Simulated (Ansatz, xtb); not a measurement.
Molecule: SiBr2, charge 0, multiplicity 1. 
Coordinates optimised at B3LYP-D3(BJ)/def2-TZVP (Ansatz, an electronic-structure program):
```
Si
Br 1 2.2694
Br 1 2.2694 2 102.37
```

Harmonic wavenumbers from GFN2-xTB (xtb, at its own minimum), cm⁻¹: 115, 357, 365.

**Question.** Give the harmonic wavenumbers at B3LYP-D3(BJ)/def2-TZVP (Ansatz, finite differences of forces, unscaled).

**Answer.** 120, 388, 391 cm⁻¹. Zero-point energy 1.3 kcal/mol.

**Question.** From these and the geometry, give the ideal-gas thermochemistry at 298.15 K and 1 atm (rigid rotor, harmonic oscillator).

**Answer.** Point group C2v, rotational symmetry number 2. Rotational constants 10.46, 1.011, 0.9222 GHz. S(trans) 41.60, S(rot) 26.51, S(vib) 5.10, S(elec, spin only) 0.00, S 73.2 cal/(mol K). H(298) - H(0) 3.21 kcal/mol; G - E(el) -17.3 kcal/mol.
